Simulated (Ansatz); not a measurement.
Total energies of SbMe2Br (C₂H₆BrSb) from Ansatz at r2SCAN-D4/def2-TZVPD, gas phase (1 Eh = 27.2114 eV = 2625.5 kJ/mol). The reference geometry is relaxed at B3LYP-D4/def2-SVP.

```xyz
10

Sb   -0.6553    1.1515    0.2077
C    -0.6970   -0.2891   -1.4358
H     0.3153   -0.6855   -1.5963
H    -1.0532    0.2013   -2.3526
H    -1.3830   -1.1089   -1.1692
C     0.3692   -0.2261    1.5605
H     0.7135    0.3184    2.4507
H     1.2302   -0.6715    1.0433
H    -0.3355   -1.0159    1.8653
Br    1.4959    2.3258   -0.5735
```

| state | geometry | energy (Eh) |
| --- | --- | --- |
| charge 0 singlet | reference | -2894.34124 |
| charge -1 doublet | reference | -2894.34433 |
| free Sb atom (quartet) | – | -240.31028 |
| free C atom (triplet) | – | -37.83299 |
| free H atom (doublet) | – | -0.49993 |
| free Br atom (doublet) | – | -2574.09289 |

In the def2 sets Sb takes a core potential; there is no spin–orbit coupling.

Question: Work out the vertical electron affinity, to the doublet.

Answer: E(charge 0 singlet) − E(charge -1 doublet) = -2894.34124 − (-2894.34433) = 0.00309 Eh = 0.08 eV; so near zero that its sign isn't settled.

Question: What is the binding energy per atom against free atoms?

Answer: Atoms: 1 × (-240.31028) + 2 × (-37.83299) + 6 × (-0.49993) + 1 × (-2574.09289) = -2893.06873 Eh. Binding: -2893.06873 − (-2894.34124) = 1.27251 Eh = 34.63 eV, or 3.46 eV for each of 10 atoms (no zero-point energy, no counterpoise term).

At r2SCAN-D4/def2-TZVPD the highest occupied level of the charge -1 doublet lies above zero (up to 1.99 eV). Energy differences put its binding near zero (0.08 eV; vertical, to the charge 0 singlet, at r2SCAN-D4/def2-TZVPD), which leaves it undecided.
